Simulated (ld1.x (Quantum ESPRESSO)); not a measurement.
**V (Z = 23), RRKJ: configuration errors across variants**

vanadium, norm-conserving RRKJ (Kleinman–Bylander form), made with ld1.x (Quantum ESPRESSO) 7.5 (LDA (PZ), fully relativistic). Core [Ne], reference 3s2 3p6 3d3 4s0 4p0 (charge +2). Waves: 3s (bound): rc 1.35 bohr; 3p (bound): rc 1.65 bohr; 3d (bound): rc 1.55 bohr. Local part: the d channel. Core correction: Bessel-smoothed model core, default radius (core density twice the valence density).

Open shells are filled in proportion to 2j + 1 (rel_dist='average').

All-electron excitation energies from the reference (eV): (1) 3s2 3p6 3d3 4s2 4p0 -22.486; (2) 3s2 3p6 3d3 4s1 4p0 -14.545; (3) 3s2 3p6 3d2 4s0 4p0 29.158; (4) 3s2 3p6 3d3 4s0 4p2 -15.487; (5) 3s2 3p6 3d2 4s2 4p1 -16.577; (6) 3s2 3p5 3d3 4s2 4p0 28.403; (7) 3s2 3p6 3d2 4s2 4p0 -11.269.

The default core radius of the base comes out at 0.48 bohr.

The overlap operator is not positive definite (basis up to 400 Ry) in “type ultrasoft; waves now 3s (bound): rcut 1.25, rcutus 1.35 bohr; 4s (bound): rcut 1.25, rcutus 1.35 bohr; 3p (bound): rcut 1.45, rcutus 1.65 bohr; 4p (bound): rcut 1.45, rcutus 1.65 bohr; 3d (bound): rcut 1.35, rcutus 1.55 bohr; 3d channel at 2.3 Ry: rcut 1.35, rcutus 1.55 bohr; local potential all-electron potential smoothed inside 1.40 bohr (lloc = -1); augmentation PSQ, inside the norm-conserving radii”. Such files are unfit for use, however small their errors in these radial tests.

2 further variants failed, have other tests or another functional or relativity, and are left out.

Errors AE − PS in meV (a dash: test not solved or not reliable):

```tsv
change	(1)	(2)	(3)	(4)	(5)	(6)	(7)	bound ghosts
base	+134	+100	+11	-138	+239	+452	+399	none
local potential all-electron potential smoothed inside 1.15 bohr (lloc = -1)	+205	+136	+45	-10	+363	+393	+426	none
core correction Bessel-smoothed model core inside 1.22 bohr	+141	+103	+12	-138	+260	+474	+426	none
type ultrasoft; waves now 3s (bound): rcut 1.25, rcutus 1.35 bohr; 4s (bound): rcut 1.25, rcutus 1.35 bohr; 3p (bound): rcut 1.45, rcutus 1.65 bohr; 4p (bound): rcut 1.45, rcutus 1.65 bohr; 3d (bound): rcut 1.35, rcutus 1.55 bohr; 3d channel at 2.3 Ry: rcut 1.35, rcutus 1.55 bohr; local potential all-electron potential smoothed inside 1.40 bohr (lloc = -1); augmentation PSQ, inside the norm-conserving radii	-7.8	-2.4	-109	+3.5	-139	-343	-189	not determined (overlap not positive)
all radii but the core radius scaled by about 0.91 (s 1.24, p 1.50, d 1.42 bohr)	+65	+47	+7.8	-66	+121	+214	+200	none
wave 3p (bound): rc 1.65 bohr becomes 3p (bound): rc 1.20 bohr	+134	+100	+13	-126	+249	+440	+401	none
wave 3d (bound): rc 1.55 bohr becomes 3d (bound): rc 2.40 bohr	-159	+28	+150	-844	+187	+1127	+877	none
core correction Bessel-smoothed model core inside 1.32 bohr	+141	+103	+12	-138	+261	+474	+427	none
```

Question: Give the same row for: wave 3s (bound): rc 1.35 bohr becomes 3s (bound): rc 1.24 bohr.

Answer: -73, -41, +9.5, -138, -107, -15, -9.0; bound ghosts: none.
